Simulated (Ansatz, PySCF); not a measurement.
Pair of molecules: NH3 (SMILES N) (first 4 atoms) with N2 (SMILES N#N); geometry from B3LYP-D3(BJ)/def2-TZVP, rigid monomers moved along the line of their centres of mass till N1···N5 is 3.70 Å.
(charge 0, multiplicity 1):
```tsv
atom	x (Å)	y (Å)	z (Å)
N	-0.1599	0.1857	-0.1659
H	-0.3851	0.3345	-1.1430
H	0.7648	0.5691	-0.0064
H	-0.0952	-0.8151	-0.0187
N	0.5089	-0.3742	3.4293
N	-0.1996	0.0929	4.1144
```

Interaction energies are E(AB) − E(A) − E(B) at the monomers' geometry in the complex; basis-set methods are counterpoise corrected.

Cores are frozen in the correlated methods. CBS(a, b) extrapolates the correlation energy as X⁻³ and adds the Hartree–Fock energy of set b.

Programs: Ansatz (Gaussian orbitals); PySCF for the dispersion terms. 

PBE/def2-TZVPPD gives -18.2 meV for the interaction energy.

Problem. Predict the shift from PBE, with its sign, for: PBE-D3(BJ)/def2-TZVPPD, r2SCAN/def2-TZVPPD, B3LYP/def2-TZVPPD, wB97M-V/def2-TZVPPD, MP2/CBS(aug-cc-pVDZ, aug-cc-pVTZ), CCSD(T)/CBS(aug-cc-pVDZ, aug-cc-pVTZ).

Solution. PBE-D3(BJ)/def2-TZVPPD -11.9; r2SCAN/def2-TZVPPD 0.3; B3LYP/def2-TZVPPD 13.4; wB97M-V/def2-TZVPPD -3.7; MP2/CBS(aug-cc-pVDZ, aug-cc-pVTZ) -6.6; CCSD(T)/CBS(aug-cc-pVDZ, aug-cc-pVTZ) -5.2 meV. 2 of 6 lie above PBE; the widest gap is to B3LYP/def2-TZVPPD.

Ansatz is a quantum-chemistry and plane-wave program.
